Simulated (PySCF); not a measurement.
**How methods differ on the excitation energy of N⁺**

N⁺ [He] 2s2 2p2 (3P) → N⁺ [He] 2s2 2p1 3s1 (3P), as a difference of total energies. All numbers are calculated (PySCF 2.14, the spin-free X2C one-electron Hamiltonian (Gaussian nucleus), in aug-cc-pVDZ-DK (4s3p2d, 23 functions)). Correlated levels: valence: 1s2 frozen. The calculations carry no spin-orbit coupling.

```tsv
method	excitation energy (cm⁻¹)	error (cm⁻¹)
UHF	148480	-442
MP2 (valence)	148610	-313
SCS-MP2 (valence)	148000	-922
CCSD (valence)	147680	-1239
CCSD(T) (valence)	147500	-1426
CCSDT (valence)	147450	-1474
```

Reference: 148920 cm⁻¹ (measured; NIST levels, between the centres of gravity of the two terms).

Errors of the correlated levels include the incompleteness of this basis and the frozen core.
